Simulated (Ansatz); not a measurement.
Consider the formal exchange of groups at a Ge–Al bond: `[CH3][GeH2][AlH][C]#N` + `CSC` → `C[S][GeH2][CH3]` + `[CH3][AlH][C]#N`.

Isolated molecules relaxed with PBE0-D4/def2-TZVP in Ansatz; ΔE leaves out vibrations. CBS: MP2 limit from def2 TZ/QZ plus the TZ coupled-cluster correction, frozen cores. This one scheme is used for every species. DFT in def2-TZVPP. B3LYP here is the variant with VWN-RPA as its local correlation; programs differ in this. For Ge outer-core shells are correlated without core-valence functions, which leaves a few kJ/mol of doubt a bond. Scalar relativity is left out up to krypton. Each species was taken in one conformer, which may not be the lowest.

`[CH3][GeH2][AlH][C]#N`:

Cartesian coordinates in Å:
```
C 0.531 0.471 1.632
Ge 1.182 -0.115 -0.121
Al -0.628 -0.379 -1.780
C -2.441 -0.290 -1.079
N -3.489 -0.228 -0.599
H -0.207 -0.235 2.015
H 0.061 1.451 1.553
H 1.361 0.533 2.336
H 1.914 -1.469 0.027
H 2.235 0.884 -0.650
H -0.519 -0.622 -3.336
```

`CSC`:

Cartesian coordinates in Å:
```
C -0.879 0.959 0.428
S 0.630 0.162 0.986
C 0.900 -0.954 -0.394
H -0.721 1.490 -0.513
H -1.164 1.682 1.193
H -1.688 0.236 0.311
H 1.039 -0.403 -1.327
H 1.810 -1.516 -0.181
H 0.072 -1.657 -0.503
```

`C[S][GeH2][CH3]`:

Cartesian coordinates in Å:
```
C 1.592 -1.306 -0.285
S -0.145 -1.825 -0.248
Ge -1.123 0.140 -0.571
C -0.797 1.346 0.928
H 2.194 -2.210 -0.187
H 1.840 -0.823 -1.231
H 1.831 -0.640 0.545
H -2.620 -0.172 -0.725
H -0.569 0.754 -1.874
H -1.300 2.300 0.758
H -1.176 0.902 1.849
H 0.272 1.534 1.041
```

`[CH3][AlH][C]#N`:

Cartesian coordinates in Å:
```
C 0.574 -0.165 1.145
Al 0.275 0.042 -0.755
C -1.551 0.287 -1.378
N -2.639 0.433 -1.733
H 1.050 -1.128 1.358
H 1.258 0.605 1.516
H -0.350 -0.108 1.723
H 1.383 0.034 -1.877
```

**Question.** Is it downhill or uphill in electronic energy at CCSD(T)/CBS, and by how much? (Best estimate.)

**Answer.** The calculation gave: Downhill: ΔE = -73.5 kJ/mol.

**Question.** What do these levels give: BLYP-D4, ωB97X-V, B3LYP, LC-ωPBE, MP2/def2-SVP, MP2/def2-TZVPP? (Estimate.)

**Answer.** Ansatz gave: BLYP-D4 -71.0, ωB97X-V -72.6, B3LYP -69.9, LC-ωPBE -71.4, MP2/def2-SVP -79.2, MP2/def2-TZVPP -81.1 kJ/mol.

Largest T1 diagnostic among the species: 0.012.

Leaving LDA and LC-ωPBE aside and taking each functional with its dispersion term where it has one, the values, not all of them listed here, spread over 14.3 kJ/mol, from B97M-V to PBE-D4. From PBE to PBE0 (25 % exact exchange), in def2-TZVPP and without D4, ΔE moves by −3.3 kJ/mol.
